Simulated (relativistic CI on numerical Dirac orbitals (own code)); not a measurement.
## Sr3+: what numerical and physical settings do to a radial Dirac CI calculation

Reference input:

```
atom Sr  Z=38  charge=3  electrons=35
nucleus A=88  rms_radius_fm=4.2240
hamiltonian dirac-coulomb  breit=on  qed=on  c_scale=1
orbitals kli  potential=per-configuration
slater_scale 1
correlation none
mixing on
grid step=0.0125 r_max=37.3
scf mixing=0.4 start=green max_iterations=150 tolerance=2e-08 node_fill=0.05
configurations
  [Ar] 3d10 4s2 4p5
end
```

Computed lowest total energy -3173.10259 Ha, first excitation 9803.5 cm⁻¹, 11 SCF steps. Runs with settings changed; * marks those that are bad on purpose (the QED terms keep the true α when c is scaled):

```
                                                          Changed    Outcome  Lowest level   ΔE (Ha)  First excitation (cm⁻¹)  SCF steps  Message
QED terms off, end of the grid at 111.9 bohr, SCF tolerance 1e-06  converged   4p5 2P°_3/2     -1.15                   9783.1         10         
                            SCF mixing 0.05, speed of light × 0.8  converged   4p5 2P°_3/2     -26.6                  15728.7         14         
                                              speed of light × 10  converged   4p5 2P°_3/2      44.1                     95.8         11         
                SCF tolerance 1e-05, start potential thomas-fermi  converged   4p5 2P°_3/2  1.01e-07                   9803.5          8         
                                node fill of the KLI weights 50 *  converged   4p5 2P°_3/2     0.685                  11270.7         12         
                                        nuclear radius 42.24 fm *  converged   4p5 2P°_3/2      2.45                   9798.5         11
```

With so few configurations and no correlation, terms lie too far apart (by 10 to 50 % near neutrality), their order can be wrong, and levels of other configurations are missing.
